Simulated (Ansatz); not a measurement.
Consider the formal exchange of groups at the Si–B bond: `B[SiH2]Br` + `OBF` → `OB(F)[SiH2]Br` + BH₃.

Gas-phase electronic energies from Ansatz, PBE0-D4/def2-TZVP geometries. CCSD(T)/CBS is the MP2 limit (def2-TZVPP, def2-QZVPP) plus CCSD(T) − MP2 in def2-TZVPP, frozen cores. This one scheme is used for every species. DFT in def2-TZVPP. For Br outer-core shells are correlated without core-valence functions, which leaves a few kJ/mol of doubt a bond. Scalar relativity is left out up to krypton. Each species was taken in one conformer, which may not be the lowest.

| level | ΔE (kJ/mol) |
| --- | --- |
| LDA (SPW92) | 2.1 |
| revPBE | 6.4 |
| PBE0 | 5.5 |
| RPA@PBE/def2-TZVPP | 1.2 |
| HF/def2-SVP | 11.8 |
| HF/def2-TZVPP | 10.7 |
| CCSD(T)/def2-TZVPP | 3.6 |
| MP2/def2-QZVPP | 2.0 |

What does CCSD(T)/CBS give? (Best estimate.)

Ansatz gave: +3.2 kJ/mol. The listed levels differ from it by -1.1, 3.2, 2.3, -2.0, 8.6, 7.5, 0.4, -1.2 kJ/mol.

Largest T1 diagnostic among the species: 0.013.

Leaving LDA and LC-ωPBE aside and taking each functional with its dispersion term where it has one, the values, not all of them listed here, spread over 6.2 kJ/mol, from revPBE-D4 to B97M-V. In def2-TZVPP, CCSD(T) changes the Hartree–Fock value by −7.1 kJ/mol (the triples alone add −2.0 kJ/mol) and MP2 by −8.6 kJ/mol. The D4 term adds −4.7 kJ/mol with B3LYP and −2.6 kJ/mol with PBE0; it sums over pairs of atoms, weighted by their polarisabilities, and B3LYP, whose exchange is more repulsive, gets the larger term.

B3LYP here is the variant with VWN-RPA as its local correlation; programs differ in this.
